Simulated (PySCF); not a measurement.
**TaF4, doublet: data card**

All numbers come from UB3LYP/[Ta def2-SVP with ECP60, F def2-SVP], scalar-relativistic core potentials, density fitting, no spin–orbit coupling, PySCF.

The structure is a minimum.

Z-matrix (Å, degrees; charge 0 multiplicity 2):
```
Ta
F  1 1.8785
F  1 1.8785 2 140.06
F  1 1.8785 2 96.70 3 108.85
F  1 1.8785 2 96.70 3 -108.85
```

* Point group: D2d
* Bond lengths: Ta–F 1.878 Å (×4)
* Bond angles: F–Ta–F 96.7° (×4), F–Ta–F 140.1° (×2)
* Heat capacity Cp at 298.15 K: 86.5 J/(mol K)
* Atomisation energy without zero-point energy: 2433 kJ/mol
* Principal polarisabilities: 33.2, 33.2, 35.1 bohr³
* Entropy at 298.15 K and 1 bar (electronic part: spin only): 341.3 J/(mol K)
* Rotational symmetry number: 4
* Enthalpy at 298.15 K above 0 K: 19.08 kJ/mol
* Principal quadrupole moments (Buckingham, traceless) about the centre of mass: -3.01, -3.01, 6.03 D Å
* Lowest empty level (β): -3.24 eV
* Dipole moment: 0.00 D
* Rotational constants: 0.1126, 0.1126, 0.07116 cm⁻¹
* Zero-point energy: 21.8 kJ/mol
* Spin squared ⟨S²⟩: 0.751
* Highest occupied level (α): -6.47 eV

Harmonic modes (masses in u: Ta 180.948, F 18.998):
```tsv
symmetry	ω (cm⁻¹)	IR (km/mol, summed over degenerate members)	type
a1	154	0.0	bend
e	157	38.9	bend
b2	163	12.7	bend
b1	232	0.0	bend
b2	681	46.6	stretch
e	696	352	stretch
a1	707	0.0	stretch
```

In D2d the vibrations span 2a1 + 2e + 2b2 + b1. The a1, b1 modes carry no infrared intensity, as symmetry demands.

Charges (e):
| atom | Mulliken | Löwdin | polar tensor | spin (Mulliken) | Mayer order to Ta1 |
| --- | --- | --- | --- | --- | --- |
| Ta1 | 1.27 | 0.46 | 2.47 | 0.98 | – |
| F2,3,4,5 | -0.32 | -0.11 | -0.62 | 0.01 | 1.12 |

Mulliken populations on Ta1 (electrons outside its core potential): s 2.51, p 6.33, d 2.68, f 0.22.

Formally Ta is in oxidation state +4, d1, with 1 unpaired electron. The Mulliken spin on Ta is 0.98. The polar-tensor charge on Ta, 2.47, is below the formal one.

This need not be the most stable arrangement of these atoms. Other spin states or occupations of the open shell can lie lower. No spin–orbit coupling is included, which matters more the heavier the element.

The final relaxation and frequency run took 32 s on 2 threads of a shared Intel Xeon 6975P-C (Granite Rapids) host, with 88 basis functions and 8 gradients; the process peaked at 1.2 GiB. Launch command: `OMP_NUM_THREADS=2 python axn.py task.json out`.
